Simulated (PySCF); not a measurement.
Compound: C6H8NO (doublet state).
Geometry (GFN2-xTB, Å), atoms numbered from 1 in this order:
```xyz
16
C6H8NO angstrom
C      2.3928    1.0425   -0.1405
N      2.3060   -0.2791   -0.6798
C      1.1940   -0.9231   -0.6825
C     -0.0913   -0.5583   -0.2157
C     -1.2666   -1.3481   -0.2646
C     -2.2827   -0.6415    0.2823
C     -1.7394    0.6803    0.7096
O     -0.3670    0.6477    0.3625
H      1.7315    1.7398   -0.6643
H      2.1132    1.0691    0.9172
H      3.4249    1.3773   -0.2472
H      1.2404   -1.9178   -1.1156
H     -1.3085   -2.3383   -0.6746
H     -3.3072   -0.9241    0.4126
H     -1.8301    0.8542    1.7919
H     -2.2175    1.5283    0.1974
```

The hyperfine couplings belong to this conformer and change with its torsions.

The species is `C/N=C\C1=C[CH]CO1` [radical].

Computed with UKS B3LYP, pcH-1 on C H N O, non-relativistic, mean-field spin-orbit, GIAO (PySCF 2.14.0). Isolated species at its GFN2-xTB geometry (one conformer only). The geometry wasn't refined by DFT: couplings that depend on bond lengths, twists or pyramidal angles can differ widely from those at the functional's own minimum. Stability of the SCF solution: not tested. ⟨S²⟩ is 0.780 where a pure state has 0.75.

Problem. The isotropic 1H couplings, averaged over equivalent nuclei, are +90.9, +32.1, -26.9, +8.0, +4.3 MHz. Assign them to H9/H10/H11; H12; H13; H14; H15/H16.

Solution. 
| site | a_iso (MHz) | ρ(0) (bohr⁻³) | position | distance from C4 (Å) | bound to | spin population there | largest \|T\| (MHz) |
| --- | --- | --- | --- | --- | --- | --- | --- |
| H9/H10/H11 | +32.1 | +0.0072 | 2 bonds from N2 | 3.32 | C1 | -0.03 | 3.7 |
| H12 | +4.3 | +0.0010 | 2 bonds from N2, on C3 of spin population -0.15 | 2.11 | C3 | -0.15 | 4.9 |
| H13 | +8.0 | +0.0018 | 2 bonds from C6, on C5 of spin population -0.18 | 2.20 | C5 | -0.18 | 4.5 |
| H14 | -26.9 | -0.0060 | 1 bond from C6 | 3.30 | C6 | +0.39 | 16.1 |
| H15/H16 | +90.9 | +0.0203 | 2 bonds from C6 | 3.01 | C7 | -0.05 | 3.4 |

ρ(0) is the spin density at the nucleus and T the dipolar tensor; entries for several nuclei are means. The Mulliken spin populations are largest on C4 (+0.44), C6 (+0.39), N2 (+0.37) and C5 (-0.18). Three atoms exceed +0.15. The positive populations add up to 1.43 and the negative ones to -0.43, together 2S = 1. Main spin sites, with 60 % or more of the largest population: N2, C4, C6; positions count bonds from the nearest.

β density exceeds α density at some nuclei, such as C3 (-0.0290), C5 (-0.0288) and C7 (-0.0203), spin density in bohr⁻³. In a single determinant that takes different orbitals for the two spins, that is spin polarisation.

Means are taken over nuclei equivalent by connectivity, which assumes that they swap fast. The three 1H nuclei of mean +32.1 MHz run from 0.0 to 48.2 MHz in the frozen geometry.

C6, the radical centre as drawn in `C/N=C\C1=C[CH]CO1`, holds a spin population of +0.39 out of 1.

The run took 88 s (with the writing of density and orbital grids) on Arm Neoverse V1, one thread, shared host with 32 logical CPUs at a one-minute load of 53, and the process peaked at 1.0 GiB of memory.
